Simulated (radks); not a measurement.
Task: The mean radii <r> (bohr) of the occupied orbitals of an atom or ion are listed with their occupations. Calculated with a radial shooting solver on a logarithmic mesh with Libxc functionals: Dirac Kohn-Sham, LDA (Slater exchange, VWN5 correlation), spin-unpolarised, spherical densities, point nucleus.

| orbital | occ. | <r> |
|---|---|---|
| 1s1/2 | 2 | 0.02845 |
| 2s1/2 | 2 | 0.1223 |
| 2p1/2 | 2 | 0.1033 |
| 2p3/2 | 4 | 0.1088 |
| 3s1/2 | 2 | 0.3308 |
| 3p1/2 | 2 | 0.3212 |
| 3p3/2 | 4 | 0.3326 |
| 3d3/2 | 4 | 0.3035 |
| 3d5/2 | 6 | 0.3071 |
| 4s1/2 | 2 | 0.7907 |
| 4p1/2 | 2 | 0.8323 |
| 4p3/2 | 4 | 0.8620 |
| 4d3/2 | 4 | 1.024 |
| 4d5/2 | 6 | 1.038 |
| 5s1/2 | 2 | 2.221 |
| 5p1/2 | 2 | 2.821 |
| 5p3/2 | 1 | 2.966 |

Name the element and its charge. Open shells, if any, fill j = l - 1/2 first.

Result: Z = 51, antimony, charge 0: Sb in [Kr] 4d10 5s2 5p3. The 1s radius gives Z: for a bare nucleus <r> = (2 gamma + 1)/(2Z) with gamma = sqrt(1 - (Z/c)^2), 0.028 bohr for Z = 51, and screening makes it slightly larger (0.02845 here). The occupations add up to 51, and the charge is Z minus that.
